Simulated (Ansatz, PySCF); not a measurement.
Se(Br)(OSiH3) (BrH3OSeSi), SMILES [SiH3]O[Se]Br. Atoms are numbered in the order given.

```xyz
7

Se     0.0711    -0.2320     1.0136
Br     1.0664     1.2259    -0.5270
O     -0.5395    -1.5489    -0.0512
Si    -2.0127    -1.3375    -0.8766
H     -3.1147    -1.0787     0.0937
H     -2.2281    -2.6218    -1.5936
H     -1.9047    -0.2041    -1.8369
```
Charge 0, spin multiplicity 1.

Geometry: r2SCAN-D4/def2-SVP. The structure was generated by enumeration, and PubChem lists no compound with its InChIKey, so it may never have been made. The values are those of a single conformer.

Vertical ionisation energy (IE) and electron affinity (EA) in eV. Rows of orbital energies are one-electron estimates. Where ΔSCF, EOM or ADC give a negative EA the extra electron is unbound and the value depends on the basis.

```
level                                                                 IE    EA
------------------------------------------------------------------  ----  ----
−ε(HOMO), −ε(LUMO), PBE0/def2-TZVP (PySCF)                          6.76  2.54
−ε(HOMO), −ε(LUMO), PBE/def2-TZVP (PySCF)                              ?     ?
ΔSCF, PBE/def2-SVPD (Ansatz), final states of multiplicity 2 and 2  8.63  0.85
```

Problem. Fill in the missing entries. (An estimate is asked for; the answer gives what the named calculation found.)

Solution. 
- −ε(HOMO), −ε(LUMO), PBE/def2-TZVP (PySCF), IE: 5.51
- −ε(HOMO), −ε(LUMO), PBE/def2-TZVP (PySCF), EA: 3.37

Problem. What vertical singlet–triplet gap does ΔSCF give with PBE/def2-SVPD (Ansatz, a program for electronic structure)? (Estimate from the structure and the level; the computed values follow.)

Solution. 1.87 eV (triplet above singlet where positive).
